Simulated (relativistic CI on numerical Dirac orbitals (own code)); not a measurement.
# K4+: sensitivity of the levels to the model

Base calculation: Dirac-Coulomb-Breit CI, orbitals from a KLI potential per configuration, QED by a radiative potential, valence Slater integrals scaled by 0.85, P86 correlation energy added to each configuration.

Configuration list (outside the closed core [Ne]): 3s2 3p3, 3s 3p4, 3s2 3p2 3d, 3p5, 3s 3p3 3d, 3s2 3p2 4s, 3s2 3p2 4p, 3p4 3d, 3s2 3p2 4d, 3s 3p2 3d2, 3s2 3p2 4f, 3s2 3p2 5s, 3s2 3p2 5p, 3s 3p3 4s, 3s2 3p 3d2, 3s2 3d3, 3s 3p 3d3, 3s2 3d2 4s, 3s2 3d2 4p, 3s2 3d2 4d, 3p3 3d2, 3p2 3d3, 3p2 3d2 4s, 3p2 3d2 4p, 3p2 3d2 4d. Double excitations out of closed p, d and f shells are left out; levels of such configurations are missing from the list, as are those of other unlisted configurations, and high levels can miss mixing partners. These lack a partner that the ground configuration has and come out too high: 3s2 3p2 4f, 3s2 3p2 5s, 3s2 3p2 5p, 3s 3p3 4s.

Variants: (1) no correlation estimate; (2) self-excluded LDA correlation estimate; (3) Breit term removed. Shifts of the energy above 3s2 3p3 4S°_3/2, in cm⁻¹, for the lowest level and the first level of each name with at least 55 % of one term (blank where a level changes its place among those of its configuration and J or its character, or is not in the variant):

```tsv
Level	Base	Δ(1)	Δ(2)	Δ(3)	Measured
3s2 3p3 4S°_3/2	0.0	0.0	0.0	0.0	0.0
3s2 3p3 2D°_3/2	23486.8	-5.7	-2.0	-11.4	24012.5
3s2 3p3 2D°_5/2	23740.6	-5.6	-2.0	+26.6	24249.6
3s2 3p3 2P°_1/2	37902.1	-15.2	-4.5	+11.7	39758.1
3s2 3p3 2P°_3/2	38243.4	-15.4	-4.6	+41.1	40080.2
3s 3p4 4P_5/2	140950.1	-660.8	-232.7	+7.7	136636.5
3s 3p4 4P_3/2	142341.3	-661.4	-232.7	+45.9	138037.5
3s 3p4 4P_1/2	143100.1	-661.7	-232.7	+75.6	138804.1
3s 3p4 2D_3/2	173031.0	-714.1	-224.3	+43.1	169579.5
3s 3p4 2D_5/2	173157.3	-713.9	-224.3	+66.5	169705.8
3s2 3p2 3d 2P_3/2	198858.1	-838.8	-199.9	+86.8	194805.1
3s 3p4 2S_1/2	206275.4	-699.9	-225.4	+58.4	205799.9
3s2 3p2 3d 4F_3/2	218470.0	-981.9	-168.2	+98.4	206720.0
3s2 3p2 3d 4F_5/2	218971.8	-982.1	-168.2	+130.9	207165.0
```

At this charge configurations can still be misplaced by up to about 7 % of their energy. 28 of the 38 excited levels that our extract of the measured tables holds in this range could be paired (the sources list more); they are missed by 7909 cm⁻¹ on average and 16515 at most, and levels without a partner can miss by more.

Measured levels: Sansonetti, J. Phys. Chem. Ref. Data 37, 7 (2008).

Ionisation energy from the two ground configurations alone: base 82.01 eV; no correlation estimate 80.75 eV; self-excluded LDA correlation estimate 82.44 eV. The NIST ASD value (semi-empirical) is 82.66 eV.

LS names give the leading component of a level, which can be under half, so a name can repeat, a term be missing and a line seem to break the LS rules.
